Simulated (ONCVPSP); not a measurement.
# Logarithmic derivatives: Er (Z = 68), ONCV

```json
{
  "Element": "Er (Z = 68)",
  "Generator": "ONCVPSP 4.0.1",
  "Type": "optimised norm-conserving Vanderbilt (ONCV)",
  "Functional": "PBE",
  "Relativity": "scalar-relativistic",
  "Frozen core": "[Kr] 4d10",
  "Valence charge": "22",
  "Reference configuration": "4f12 5s2 5p6 6s1.5 (charge +0.5)",
  "Partial waves": "5s+6s: rc 1.85 bohr, ncon 4, nbas 8, qcut 7 1/bohr, 2 projectors; 5p: rc 2.40 bohr, ncon 4, nbas 8, qcut 5.7 1/bohr, 2 projectors, debl 2.7 Ha; d scattering state at 0.11 Ha: rc 2.25 bohr, ncon 4, nbas 9, qcut 4.5 1/bohr, 2 projectors, debl 0.3 Ha; 4f: rc 0.95 bohr, ncon 3, nbas 8, qcut 18.1 1/bohr, 2 projectors, debl 0.9 Ha",
  "Local potential": "polynomial inside 0.95 bohr (lpopt 5, dvloc0 0 Ha)",
  "Core correction": "Teter function, fcfact 3, rcfact 1.5"
}
```

In the d channel the program set the typed energies aside and used 0.050, 0.350 Ha.

The phase is arctan(r·R′/R) of the radial function R(r), unwrapped; energies in Ha, scanned from -4 to 5 Ha. A pole is an energy at which the radial function vanishes at the test radius. The pseudo phase is shifted by a multiple of π to meet the all-electron one at the reference energy, and phase errors are pseudo minus all-electron; the curves can meet again beyond the range given. Levels narrower than the energy grid can be missing from the lists of poles.

```csv
channel,radius (bohr),reference energy (Ha),"poles, all-electron","poles, pseudo",unbroken range about the reference energy with phases within 0.05 rad,phase error 1 Ha above the reference energy (rad)
s,1.87,-0.23,-1.51,-1.51,the whole range,-0.000
p,2.44,-1.09,"-0.88, 3.18","-0.88, 2.79, 3.33",below 2.8,-0.001
d,2.28,0.05,0.82,0.82,the whole range,-0.000
f,0.96,-0.23,1.70,1.70,the whole range,-0.000
```

Note: ghosts flagged at negative energy: s at -170.1 eV; GHOST(+) flagged for p at 77.7 eV. A true bound ghost makes a file unfit for plane-wave use.

Phases in the d channel:

```tsv
E (Ha)	all-electron	pseudo
-3.98	1.379	1.379
-3.74	1.371	1.371
-3.50	1.362	1.362
-3.26	1.352	1.352
-3.02	1.340	1.340
-2.78	1.327	1.327
-2.54	1.310	1.310
-2.30	1.290	1.290
-2.06	1.266	1.266
-1.82	1.234	1.234
-1.58	1.191	1.191
-1.34	1.130	1.130
-1.10	1.036	1.036
-0.86	0.870	0.870
-0.62	0.532	0.532
-0.38	-0.160	-0.160
-0.14	-0.863	-0.863
0.10	-1.214	-1.214
0.34	-1.389	-1.389
0.58	-1.495	-1.495
0.82	-1.571	-1.571
1.06	-1.634	-1.634
1.30	-1.695	-1.695
1.54	-1.761	-1.761
1.78	-1.846	-1.847
2.02	-1.973	-1.974
2.26	-2.202	-2.206
2.50	-2.697	-2.710
2.74	-3.512	-3.531
2.98	-4.045	-4.058
3.22	-4.287	-4.295
3.46	-4.413	-4.420
3.70	-4.490	-4.496
3.94	-4.543	-4.548
4.18	-4.581	-4.586
4.42	-4.612	-4.616
4.66	-4.636	-4.641
4.90	-4.657	-4.663
```
